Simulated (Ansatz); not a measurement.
Reaction (redistribution): `CC(C)O[Si]Cl` + `[NH2][Ta]([NH2])(=[S])[Cl]` → `CC(C)O[Si]N` + `[NH2][Ta](=[S])([Cl])[Cl]`

Computed with Ansatz on PBE0-D4/def2-TZVP structures; ΔE is electronic, products minus reactants. CCSD(T)/CBS adds triple-zeta CCSD(T) − MP2 to the extrapolated MP2 energy (def2 sets, frozen cores). Functionals use def2-TZVPP. HSE06 is defined as in plane-wave codes. def2 core potentials past Kr. For Ta outer-core shells are correlated without core-valence functions, which leaves a few kJ/mol of doubt a bond. Each species was taken in one conformer, which may not be the lowest.

`CC(C)O[Si]Cl`:

Z-matrix (Å, degrees):
```
C
C 1 1.512
H 1 1.092 2 110.2
H 1 1.091 2 110.8 3 119.9
H 1 1.092 2 110.5 3 -119.9
C 2 1.513 1 113.0 3 61.1
O 2 1.431 1 108.0 3 -178.6
H 2 1.095 1 109.8 3 -61.1
H 6 1.093 2 110.4 1 60.5
H 6 1.092 2 110.7 1 -179.1
H 6 1.092 2 110.2 1 -59.4
Si 7 1.622 2 136.5 1 140.7
Cl 12 2.120 7 102.9 2 0.2
```

`[NH2][Ta]([NH2])(=[S])[Cl]`:

Cartesian coordinates in Å:
```
N -0.011 -0.058 1.689
Ta 0.299 0.517 -0.160
N -0.477 -0.755 -1.435
S -0.697 2.411 -0.434
Cl 2.582 0.637 -0.527
H 0.244 -0.965 2.058
H -0.493 0.484 2.391
H -0.278 -1.746 -1.449
H -1.167 -0.525 -2.135
```

`CC(C)O[Si]N`:

Z-matrix (Å, degrees):
```
C
C 1 1.514
H 1 1.093 2 110.1
H 1 1.093 2 110.7 3 120.0
H 1 1.092 2 110.7 3 -119.7
C 2 1.514 1 112.5 3 -60.9
O 2 1.421 1 108.8 3 59.8
H 2 1.101 1 108.8 3 178.5
H 6 1.093 2 110.7 1 -59.2
H 6 1.092 2 110.7 1 -179.5
H 6 1.093 2 110.1 1 60.9
Si 7 1.659 2 122.6 1 118.6
N 12 1.705 7 97.5 2 -180.0
H 13 1.010 12 124.6 7 0.0
H 13 1.007 12 122.1 7 -180.0
```

`[NH2][Ta](=[S])([Cl])[Cl]`:

Cartesian coordinates in Å:
```
N -0.861 -0.860 -0.255
Ta 0.473 0.491 0.154
S -0.470 1.775 1.593
Cl 2.333 -0.515 1.040
Cl 1.006 1.642 -1.756
H -1.788 -0.923 0.137
H -0.693 -1.610 -0.913
```

```json
{"level": "LDA (SPW92)", "ΔE (kcal/mol)": "-6.7", "difference from CCSD(T)/CBS": "0.3"}
{"level": "PBE-D4", "ΔE (kcal/mol)": "-5.7", "difference from CCSD(T)/CBS": "1.3"}
{"level": "r2SCAN-D4", "ΔE (kcal/mol)": "-7.3", "difference from CCSD(T)/CBS": "-0.3"}
{"level": "PBE0-D4", "ΔE (kcal/mol)": "-6.6", "difference from CCSD(T)/CBS": "0.4"}
{"level": "HSE06-D4", "ΔE (kcal/mol)": "-6.6", "difference from CCSD(T)/CBS": "0.4"}
{"level": "BHLYP-D4", "ΔE (kcal/mol)": "-6.9", "difference from CCSD(T)/CBS": "0.1"}
{"level": "r2SCANh", "ΔE (kcal/mol)": "-7.5", "difference from CCSD(T)/CBS": "-0.5"}
{"level": "HF/def2-SVP", "ΔE (kcal/mol)": "-7.5", "difference from CCSD(T)/CBS": "-0.5"}
{"level": "CCSD(T)/def2-TZVPP", "ΔE (kcal/mol)": "-7.3", "difference from CCSD(T)/CBS": "-0.3"}
{"level": "MP2/CBS(def2)", "ΔE (kcal/mol)": "-8.7", "difference from CCSD(T)/CBS": "-1.7"}
{"level": "CCSD(T)/CBS", "ΔE (kcal/mol)": "-7.0", "difference from CCSD(T)/CBS": "0"}
```

**Question.** What do rigid-rotor, harmonic-oscillator terms from PBE0-D4/def2-TZVP frequencies (298.15 K, 1 bar) make of the CCSD(T)/CBS value? (Best estimate.)

**Answer.** Ansatz gave: ΔZPE = +0.7 kcal/mol, ΔH = -6.5 kcal/mol, ΔS = -7 J/(mol·K), ΔG = -5.9 kcal/mol. Modes under 50 cm⁻¹ make the entropy rough.

Largest T1 diagnostic among the species: 0.020.

Leaving LDA and LC-ωPBE aside and taking each functional with its dispersion term where it has one, the values, not all of them listed here, spread over 3.2 kcal/mol, from PBE-QIDH to BLYP-D4. From BLYP to BHLYP (50 % exact exchange), in def2-TZVPP and without D4, ΔE moves by −1.6 kcal/mol.

CCSD(T)/CBS has its own doubt, a few kJ/mol and more with outer-core shells, so smaller differences from it don't rank the levels.
